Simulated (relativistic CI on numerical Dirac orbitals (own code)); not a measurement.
**Magnetism of Cu²⁺, 3d9, in a crystal field**

Calculated by Dirac-Coulomb-Breit CI, KLI orbitals optimised for each configuration, model QED, valence Slater integrals scaled by 0.8, one configuration in a parametric crystal field (own radial code).

Field parameters in Wybourne normalisation: D3d B²₀ = −7Dσ, B⁴₀ = −14Dq − 21Dτ, B⁴₃ = −14√(10/7) Dq; D4h B²₀ = −7Ds, B⁴₀ = 21(Dq − Dt), B⁴₄ = 21√(5/14) Dq; Oh B⁴₀ = 21Dq, B⁴₄ = √(5/14) B⁴₀; Td as Oh with Dq negative (B⁴₀ = 21Dq, B⁴₄ = √(5/14) B⁴₀). The field is a parameter set, without covalency.

S is read from ⟨S²⟩ = S(S + 1).

Powder χT (cm³ K mol⁻¹) by Van Vleck's formula, with temperature-independent terms:

```tsv
Field	2 K	5 K	10 K	20 K	50 K	100 K	200 K	300 K
D3d, 10Dq = 5650, Dσ = -830, Dτ = -20 cm⁻¹	0.317	0.325	0.337	0.363	0.439	0.548	0.654	0.695
D3d, 10Dq = 25450, Dσ = -990, Dτ = -230 cm⁻¹	0.178	0.196	0.226	0.283	0.383	0.422	0.436	0.441
D4h, 10Dq = 5500, Ds = 810, Dt = 570 cm⁻¹	0.585	0.586	0.586	0.588	0.594	0.604	0.623	0.643
D4h, 10Dq = 5850, Ds = 740, Dt = 300 cm⁻¹	0.567	0.567	0.568	0.57	0.575	0.583	0.6	0.617
Oh, 10Dq = 11600 cm⁻¹	0.482	0.482	0.482	0.483	0.486	0.49	0.499	0.508
Oh, 10Dq = 11650 cm⁻¹	0.481	0.482	0.482	0.483	0.486	0.49	0.499	0.508
Td, 10Dq = -5200 cm⁻¹	0.378	0.382	0.39	0.404	0.446	0.517	0.657	0.785
Td, 10Dq = -10400 cm⁻¹	0.378	0.381	0.387	0.398	0.433	0.49	0.604	0.71
```

Problem. For D4h, 10Dq = 5850, Ds = 740, Dt = 300 cm⁻¹: what effective moment follows at 300 K?

Solution. μ_eff = √(8χT) = 2.22 μB. The ground level has S = 0.50; the spin-only moment for S = 1/2 is 1.73 μB. The difference comes from the orbital moment, spin-orbit mixing of terms and temperature-independent paramagnetism, all larger in this ionic model than in covalent complexes.
